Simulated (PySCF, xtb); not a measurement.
C₅H₆F₂, SMILES C=C(F)/C=C(\C)F.

GFN2-xTB in xtb at its own geometry gives an orbital gap of 3.55 eV and a dipole moment of 0.75 D.

Geometry optimised at r2SCAN-D4/def2-SVP. One conformer was computed; it need not be the lowest.

Question: What does PySCF with B3LYP/def2-TZVP give? (An estimate is asked for; the answer gives what the named calculation found.)

Answer: gap 5.27 eV (levels -6.44 and -1.17 eV), dipole 0.12 D.
